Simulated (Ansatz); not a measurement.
System: BAsH3, charge 0, doublet. BAsH3 (SMILES B[AsH], doublet).
B3LYP-D3(BJ)/def2-TZVP minimum from Ansatz (an electronic-structure program):
```xyz
5

B     -1.6292    -0.1803    -0.0737
As     0.3699     0.0086    -0.0132
H      0.3740     1.0861     1.0741
H     -2.3335     0.7618     0.1045
H     -2.1025    -1.2296    -0.3755
```
Charge 0, spin multiplicity 2.

Total energies in aug-cc-pVDZ, 11 correlated electrons, 15 frozen orbitals. Radicals and triplets start from unrestricted determinants; spin-orbit coupling is neglected. Correlated methods leave the cores frozen (noble-gas shells, and filled d and f shells in the p block). No relativity.

```json
[
 {"method": "HF", "program": "Ansatz", "energy (Eh)": "-2260.56391", "minus CCSDT(Q) (mEh)": "227.67"},
 {"method": "MP2", "program": "Ansatz", "energy (Eh)": "-2260.74516", "minus CCSDT(Q) (mEh)": "46.42"},
 {"method": "CCSD", "program": "Ansatz", "energy (Eh)": "-2260.78348", "minus CCSDT(Q) (mEh)": "8.10"},
 {"method": "CCSD(T)", "program": "Ansatz", "energy (Eh)": "-2260.79010", "minus CCSDT(Q) (mEh)": "1.48"},
 {"method": "CCSDT(Q)", "program": "Ansatz", "energy (Eh)": "-2260.79158", "minus CCSDT(Q) (mEh)": "0.00"}
]
```

Rough core times of Ansatz's runs on a shared machine: CCSD(T) 20 s, CCSDT(Q) 10 min.
